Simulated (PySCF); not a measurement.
## [CoBr4]2-: what the settings change

[CoBr4]2-: Co(II) (d7), charge -2. The structure is a PBE0-D3(BJ)/def2-SVP, IEF-PCM water geometry optimised for multiplicity 2; coordination square planar, point group D4h, metal–donor distances 2.43 Å.

```
5

Co    0.0000    0.0000    0.0000
Br    2.4259    0.0000    0.0000
Br   -2.4259    0.0000    0.0000
Br    0.0000    2.4259    0.0000
Br    0.0000   -2.4259    0.0000
```

Method (PySCF 2.14, density fitting): CASSCF(7,5) with orbitals averaged over all microstates of the shell, strongly contracted NEVPT2 on the averaged canonical orbitals; basis x2c-TZVPall on the metal, x2c-SVPall elsewhere; spin-free X2C; IEF-PCM water; spin-orbit coupling by state interaction with the mean-field operator over all roots.

Base run: NEVPT2 ground state 4B2g, next 4Eg at 364, then 4A2g at 1187 cm⁻¹, B(CASSCF) 1177, ζ 491 cm⁻¹, μeff(300 K) 5.82 μB.

Task: What happens with the basis x2c-TZVPall on all atoms?

Result: NEVPT2 ground state 4B2g, next 4Eg at 317, then 4A2g at 1133 cm⁻¹, B(CASSCF) 1177, ζ 491 cm⁻¹, μeff(300 K) 5.84 μB. It took 78 s against 44 s on a shared host of the same kind.

Task: What happens with orbitals averaged over the highest spin alone?

Result: NEVPT2 ground state 4B2g, next 4Eg at 312, then 4A2g at 1059 cm⁻¹, B(CASSCF) 1193, ζ 498 cm⁻¹, μeff(300 K) 5.87 μB.

No frequencies were computed for the optimised geometry. The structure was relaxed for multiplicity 2, not for the ground state found here, whose own structure may differ much. NEVPT2 lifts 4B1g from 7090 to 10728 cm⁻¹; on the d shell alone such lifts tend to overshoot.
